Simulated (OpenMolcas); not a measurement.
Ir4+: moving the ligands

Ir4+ with 6 ligands (fluoride) in tetragonal octahedral coordination (D4h) at 1.94 Å, the axial distance 1.998 Å. A charge of +0.333 e stands 2.4 Å behind each ligand. Ligand basis ANO-RCC-VDZP.
```
Ir    0.0000    0.0000    0.0000
F     1.9400    0.0000    0.0000
F     0.0000    1.9400    0.0000
F    -1.9400    0.0000    0.0000
F     0.0000   -1.9400    0.0000
F     0.0000    0.0000    1.9982
F     0.0000    0.0000   -1.9982
```

```
Program             : OpenMolcas 26.06
Method              : SS-CASPT2, IPEA 0.25 Eh, imaginary shift 0.1 Eh (closed shells correlated: 5s 5p and the ligand valence shells)
Basis               : ANO-RCC-VDZP [7s6p4d2f]
Scalar Hamiltonian  : DKH2, point nucleus
Active space        : 5 electrons in 5 orbitals (5d)
State averaging     : 2S+1 = 6 even, 1 root; 2S+1 = 4 even, 24 roots; 2S+1 = 2 even, 75 roots
Spin-orbit coupling : state interaction with AMFI integrals over the reference wave functions
```

Runs around this geometry, states (labels of D4, the rotations of D4h). Energies in cm-1 above the lowest state or level, χT in cm3 K/mol.

```csv
R (Å),Axial / equatorial distance,Ground state,First state of that spin,First gap with spin-orbit (degeneracies),χT at 300 K,First state of another spin
1.94,0.968,2E,1340,"7420 (2, 2)",0.425,4E 21450
1.89,1.03,2S+1 = 2,2E 1130,"7500 (2, 2)",0.422,2S+1 = 4: 22510
1.94,1.03,2S+1 = 2,2E 1030,"7670 (2, 2)",0.432,2S+1 = 4: 19460
2.07,1.03,2S+1 = 2,2E 790,"8020 (2, 2)",0.459,2S+1 = 4: 13790
```

Taking the first state of the same spin as R^-n, n = -ln(790 / 1130) / ln(2.07 / 1.89) = 3.9 between the shortest and longest distance.

Over all roots computed the reference weight is 0.68 to 0.70 in R = 1.94 in ratio = 0.968, 0.68 to 0.71 in R = 1.89 in ratio = 1.03, 0.68 to 0.70 in R = 1.94 in ratio = 1.03, 0.67 to 0.69 in R = 2.07 in ratio = 1.03; a low but even weight reflects the number of correlated electrons. Ligand-to-metal charge-transfer states are missing. With no ligand orbital active B as a rule stays too high, so bands that hang on it stand too high and its fall with covalency is understated. With one d shell and no ligand orbital active, 10Dq can be off by a tenth or more. Spin-orbit coupling mixes the spin-free states strongly: the lowest level takes only 66 % from its leading state, 2E (figures for R = 1.94, ratio = 0.968; the like holds for R = 1.89, ratio = 1.03, R = 1.94, ratio = 1.03, R = 2.07, ratio = 1.03). An orbital doublet at a regular site is open to a Jahn-Teller distortion, which this geometry leaves out (holds for R = 1.94, ratio = 0.968). The least metal-like active orbital is 71 % on the metal (Löwdin) and no ligand orbital is active, so the numbers are rough (holds for R = 1.94, ratio = 0.968; R = 1.89, ratio = 1.03). The least metal-like active orbital is 72 % on the metal (Löwdin) and no ligand orbital is active, so the numbers are rough (holds for R = 1.94, ratio = 1.03). The least metal-like active orbital is 73 % on the metal (Löwdin) and no ligand orbital is active, so the numbers are rough (holds for R = 2.07, ratio = 1.03). No measured value stands beside these numbers; the geometry was imposed, not optimised, and the real ion may take another.

A state without a sure symmetry label is named by its multiplicity alone.
